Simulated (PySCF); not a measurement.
## Electron correlation in Cu (copper, neutral)

[Ar] 3d9 4s1 5s1, high-spin 4D determinant (an excited configuration). All numbers are calculated (PySCF 2.14, a scalar-relativistic core potential, in aug-cc-pVDZ-PP with ECP10MDF (5s5p4d2f, 54 functions)). Frozen: 3s2 3p6; 11 electrons correlated.

```json
{"level": "CCSD", "correlation energy (mhartree)": "-311.16"}
{"level": "(T)", "correlation energy (mhartree)": "-7.78"}
{"level": "CCSD(T)", "correlation energy (mhartree)": "-318.94"}
```

Diagnostics: T1 = 0.012, D1 = 0.0309, largest double amplitude 0.049.

The outer electron is Rydberg-like, and this basis confines it to a smaller radius and binds it less than a complete one would.

Cost of the coupled-cluster step: of the order of 6 core-seconds, for 11 correlated electrons.

Iterations:

```
CC2 = 0
CCSD nocc = (np.int64(7), np.int64(4)), nmo = (50, 50)
frozen orbitals [[0, 1, 2, 3], [0, 1, 2, 3]]
max_cycle = 100
direct = 0
conv_tol = 1e-08
conv_tol_normt = 1e-06
diis_space = 8
diis_start_cycle = 0
Init t2, MP2 energy = -0.332786706970037
Init E_corr(UCCSD) = -0.332786706976698
cycle = 1  E_corr(UCCSD) = -0.301456906046745  dE = 0.0313298009  norm(t1,t2) = 0.0717369
cycle = 2  E_corr(UCCSD) = -0.312235297311236  dE = -0.0107783913  norm(t1,t2) = 0.026736
cycle = 3  E_corr(UCCSD) = -0.310459659697787  dE = 0.00177563761  norm(t1,t2) = 0.0132735
cycle = 4  E_corr(UCCSD) = -0.311028479897675  dE = -0.0005688202  norm(t1,t2) = 0.00480613
cycle = 5  E_corr(UCCSD) = -0.311177834540869  dE = -0.000149354643  norm(t1,t2) = 0.00097245
cycle = 6  E_corr(UCCSD) = -0.311170801011262  dE = 7.03352961e-06  norm(t1,t2) = 0.000459246
cycle = 7  E_corr(UCCSD) = -0.311157333562145  dE = 1.34674491e-05  norm(t1,t2) = 0.000159078
cycle = 8  E_corr(UCCSD) = -0.311165423524658  dE = -8.08996251e-06  norm(t1,t2) = 8.43895e-05
cycle = 9  E_corr(UCCSD) = -0.311165380760334  dE = 4.27643238e-08  norm(t1,t2) = 4.49747e-05
cycle = 10  E_corr(UCCSD) = -0.311163944386819  dE = 1.43637352e-06  norm(t1,t2) = 2.53021e-05
cycle = 11  E_corr(UCCSD) = -0.311164873261774  dE = -9.28874955e-07  norm(t1,t2) = 1.42659e-05
cycle = 12  E_corr(UCCSD) = -0.311164503241845  dE = 3.70019929e-07  norm(t1,t2) = 7.06856e-06
cycle = 13  E_corr(UCCSD) = -0.311164479578158  dE = 2.36636868e-08  norm(t1,t2) = 2.04894e-06
cycle = 14  E_corr(UCCSD) = -0.31116449747868  dE = -1.79005217e-08  norm(t1,t2) = 1.03322e-06
cycle = 15  E_corr(UCCSD) = -0.311164468720019  dE = 2.87586613e-08  norm(t1,t2) = 4.9069e-07
cycle = 16  E_corr(UCCSD) = -0.311164492282997  dE = -2.35629785e-08  norm(t1,t2) = 2.27578e-07
cycle = 17  E_corr(UCCSD) = -0.311164495287931  dE = -3.00493408e-09  norm(t1,t2) = 1.35217e-07
UCCSD converged
E(UCCSD) = -196.2997098918901  E_corr = -0.3111644952879312
UCCSD(T) correction = -0.00778462540153647
```
